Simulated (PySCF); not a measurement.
A GIAO shielding run with PySCF 2.14 (density fitting, non-relativistic, gas phase) on SMILES CCS[C@@H](C)[SiH](F)F, C4H10F2SSi:

```
$ OMP_NUM_THREADS=1 python probes_run.py task.json out

{"job": {"kind": "nmr", "xc": "PBE0", "basis": "pcSseg-1"}, "charge": 0, "multiplicity": 1}
C      2.799284     0.458471     0.439231
C      1.432771    -0.187731     0.315483
S      0.653080     0.320071    -1.263448
C     -1.131792     0.004390    -0.934196
C     -1.395043    -1.474281    -0.673263
Si    -1.806173     1.171972     0.403664
F     -1.621473     0.511076     1.851070
F     -3.400358     1.228560     0.283551
H      2.707283     1.541942     0.434233
H      3.272923     0.149328     1.368664
H      3.434889     0.164062    -0.392877
H      0.778505     0.126490     1.126860
H      1.517279    -1.274915     0.312660
H     -1.576429     0.278765    -1.894737
H     -0.963296    -2.080493    -1.467609
H     -2.467575    -1.658023    -0.638429
H     -0.964511    -1.784290     0.276728
H     -1.278122     2.510924     0.440759
```

Hardware: 1 thread of an AMD EPYC 7R43 64-Core, shared host. The job also computes population analyses, field gradients.

Q: How large is the calculation?

A: 82 electrons, 200 basis functions and 1084 auxiliary functions.

Q: How long does it take, and how much memory does it need?

A: 43 s of wall time, with 13 SCF cycles and 5 response iterations; peak memory 0.9 GiB. Times on a shared host scatter by some tens of per cent.
